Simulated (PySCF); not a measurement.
PySCF input (M06-2X/6-31G* with LANL2DZ past Ar (5d)):

```python
from pyscf import gto, dft

mol = gto.M(
    atom='''
    Ga   -0.00000000   -0.00000000   -0.38781025
    F     0.00000000    0.00000000    1.33579087
    ''',
    basis={'default': '6-31g*', 'Ga': 'lanl2dz'},
    ecp={'Ga': 'lanl2dz'},
    charge=1,
    spin=1,
    symmetry='C2v',
    verbose=4,
)

mf = dft.UKS(mol, xc='m062x')
mf.grids.level = 4
mf.conv_tol = 1e-9
mf.max_cycle = 100
mf.max_memory = 1500
mf.kernel()
if not mf.converged:
    mf = mf.newton()
    mf.kernel(mf.make_rdm1())
mf.dip_moment()
```

Output:

```
PySCF version 2.14.0

[INPUT] verbose = 4
[INPUT] num. atoms = 2
[INPUT] num. electrons = 11
[INPUT] charge = 1
[INPUT] spin (= nelec alpha-beta = 2S) = 1
[INPUT] symmetry C2v subgroup None
[INPUT] Mole.unit = angstrom
[INPUT] Symbol           X                Y                Z      unit          X                Y                Z       unit  Magmom
[INPUT]  1 Ga     0.000000000000   0.000000000000  -0.387810250000 AA    0.000000000000   0.000000000000  -0.732855160799 Bohr   0.0
[INPUT]  2 F      0.000000000000   0.000000000000   1.335790870000 AA    0.000000000000   0.000000000000   2.524278903994 Bohr   0.0

nuclear repulsion = 8.28949606092157
point group symmetry = Coov, use subgroup C2v
symmetry origin: [0.00000000e+00 0.00000000e+00 3.77945222e-09]
symmetry axis x: [1. 0. 0.]
symmetry axis y: [0. 1. 0.]
symmetry axis z: [0. 0. 1.]
num. orbitals of irrep A1 = 11
num. orbitals of irrep A2 = 1
num. orbitals of irrep B1 = 5
num. orbitals of irrep B2 = 5
number of shells = 10
number of NR pGTOs = 39
number of NR cGTOs = 22
basis = {'default': '6-31g*', 'Ga': 'lanl2dz'}
ecp = {'Ga': 'lanl2dz'}

******** <class 'pyscf.dft.uks_symm.SymAdaptedUKS'> ********
method = SymAdaptedUKS
initial guess = minao
damping factor = 0
level_shift factor = 0
DIIS = <class 'pyscf.scf.diis.CDIIS'>
diis_start_cycle = 1
diis_space = 8
diis_damp = 0
SCF conv_tol = 1e-09
SCF conv_tol_grad = None
SCF max_cycles = 100
direct_scf = True
direct_scf_tol = 1e-13
number electrons alpha = 6  beta = 5
XC library pyscf.dft.libxc version 7.1.2
    S. Lehtola, C. Steigemann, M. J. T. Oliveira, and M. A. L. Marques,  SoftwareX 7, 1–5 (2018)
XC functionals = m062x
    Y. Zhao and D. G. Truhlar,  Theor. Chem. Acc. 120, 215 (2008)
    Y. Zhao and D. G. Truhlar,  Theor. Chem. Acc. 120, 215 (2008)
radial grids:
    Treutler-Ahlrichs [JCP 102, 346 (1995); DOI:10.1063/1.469408] (M4) radial grids

becke partition: Becke, JCP 88, 2547 (1988); DOI:10.1063/1.454033
pruning grids: <function nwchem_prune>
grids dens level: 4
symmetrized grids: C2v
atomic radii adjust function: <function treutler_atomic_radii_adjust>
small_rho_cutoff = 0
Freeze 0 electrons in irreps []
    11 free electrons in irreps A1 A2 B1 B2
Set gradient conv threshold to 3.16228e-05
tot grids = 59216
init E= -91.8979632640008
alpha HOMO (A1) = -0.136825117272364  LUMO (B1) = 0.0360590047106693
beta  HOMO (B2) = -0.536967769979223  LUMO (A1) = -0.136825117272362

WARN: HOMO -0.136825117272364 >= LUMO -0.136825117272362

WARN: alpha-A1 HOMO -0.136825117272364 > system LUMO -0.136825117272362

WARN: beta-A1 LUMO -0.136825117272362 < system HOMO -0.136825117272364

cycle= 1 E= -101.404848603794  delta_E= -9.51  |g|= 0.489  |ddm|= 1.67
alpha HOMO (B2) = -0.510476019257621  LUMO (B1) = -0.233743747370365
beta  HOMO (B1) = -0.52429153799664  LUMO (B2) = -0.524291537996638

WARN: HOMO -0.510476019257621 >= LUMO -0.524291537996638

WARN: alpha-B1 HOMO -0.510476019257622 > system LUMO -0.524291537996638

WARN: alpha-B2 HOMO -0.510476019257621 > system LUMO -0.524291537996638

WARN: beta-B1 HOMO -0.52429153799664 > system LUMO -0.524291537996638

cycle= 2 E= -100.573123540285  delta_E= 0.832  |g|= 1.35  |ddm|= 1.31
alpha HOMO (A1) = -0.624293169144536  LUMO (B2) = -0.242623241794667
beta  HOMO (B2) = -0.677593252804203  LUMO (A1) = -0.552925047191913
  HOMO = -0.624293169145  LUMO = -0.552925047192  gap/eV = 1.94203
cycle= 3 E= -101.511263006457  delta_E= -0.938  |g|= 0.12  |ddm|= 1.17
alpha HOMO (A1) = -0.633511669097015  LUMO (B2) = -0.264038839992029
beta  HOMO (B2) = -0.68986585671432  LUMO (A1) = -0.606455365069225
  HOMO = -0.633511669097  LUMO = -0.606455365069  gap/eV = 0.73624
cycle= 4 E= -101.522754572854  delta_E= -0.0115  |g|= 0.0331  |ddm|= 0.182
alpha HOMO (A1) = -0.635721184148196  LUMO (B2) = -0.267813665599476
beta  HOMO (B2) = -0.716860661451005  LUMO (A1) = -0.466036535898462
  HOMO = -0.635721184148  LUMO = -0.466036535898  gap/eV = 4.61735
cycle= 5 E= -101.524201405654  delta_E= -0.00145  |g|= 0.0119  |ddm|= 0.0637
alpha HOMO (A1) = -0.634783703330497  LUMO (B2) = -0.267890513114169
beta  HOMO (B2) = -0.72602708609088  LUMO (A1) = -0.451811817128583
  HOMO = -0.63478370333  LUMO = -0.451811817129  gap/eV = 4.97892
cycle= 6 E= -101.524420391346  delta_E= -0.000219  |g|= 0.00375  |ddm|= 0.0352
alpha HOMO (A1) = -0.635015527798201  LUMO (B1) = -0.267711888950719
beta  HOMO (B2) = -0.726289883811568  LUMO (A1) = -0.468564131545962
  HOMO = -0.635015527798  LUMO = -0.468564131546  gap/eV = 4.52937
cycle= 7 E= -101.52443422086  delta_E= -1.38e-05  |g|= 0.000969  |ddm|= 0.00743
alpha HOMO (A1) = -0.634803675567341  LUMO (B2) = -0.267357375203721
beta  HOMO (B2) = -0.726662528497204  LUMO (A1) = -0.463630765734591
  HOMO = -0.634803675567  LUMO = -0.463630765735  gap/eV = 4.65785
cycle= 8 E= -101.524435489227  delta_E= -1.27e-06  |g|= 0.000311  |ddm|= 0.002
alpha HOMO (A1) = -0.63484777342048  LUMO (B2) = -0.267331858152785
beta  HOMO (B2) = -0.726717404368217  LUMO (A1) = -0.463411793574245
  HOMO = -0.63484777342  LUMO = -0.463411793574  gap/eV = 4.66501
cycle= 9 E= -101.524435711395  delta_E= -2.22e-07  |g|= 0.000137  |ddm|= 0.000876
alpha HOMO (A1) = -0.634852809106677  LUMO (B1) = -0.267314686873591
beta  HOMO (B1) = -0.726738080183292  LUMO (A1) = -0.463418840028057
  HOMO = -0.634852809107  LUMO = -0.463418840028  gap/eV = 4.66496
cycle= 10 E= -101.524435738232  delta_E= -2.68e-08  |g|= 0.000102  |ddm|= 0.000283
alpha HOMO (A1) = -0.634844178860686  LUMO (B1) = -0.26729983935634
beta  HOMO (B1) = -0.726772560498079  LUMO (A1) = -0.463278045129789
  HOMO = -0.634844178861  LUMO = -0.46327804513  gap/eV = 4.66855
cycle= 11 E= -101.524435748238  delta_E= -1e-08  |g|= 1.35e-05  |ddm|= 0.000203
alpha HOMO (A1) = -0.634845963313731  LUMO (B1) = -0.267295318927288
beta  HOMO (B1) = -0.726770013747341  LUMO (A1) = -0.463269297068454
  HOMO = -0.634845963314  LUMO = -0.463269297068  gap/eV = 4.66884
cycle= 12 E= -101.524435748725  delta_E= -4.87e-10  |g|= 4.64e-06  |ddm|= 4.84e-05
alpha HOMO (A1) = -0.634846497667686  LUMO (B1) = -0.267294307332857
beta  HOMO (B1) = -0.726769856254962  LUMO (A1) = -0.46325748332306
  HOMO = -0.634846497668  LUMO = -0.463257483323  gap/eV = 4.66917
Extra cycle  E= -101.524435748757  delta_E= -3.2e-11  |g|= 2.44e-06  |ddm|= 8.69e-06
converged SCF energy = -101.524435748757  <S^2> = 0.75560417  2S+1 = 2.0055963

WARN: System has nonzero charge 1; the dipole moment is origin-dependent.
Location of origin: [0. 0. 0.]

Dipole moment(X, Y, Z, Debye):  0.00000,  0.00000, -3.96255
```

The dipole moment of an ion depends on the origin.
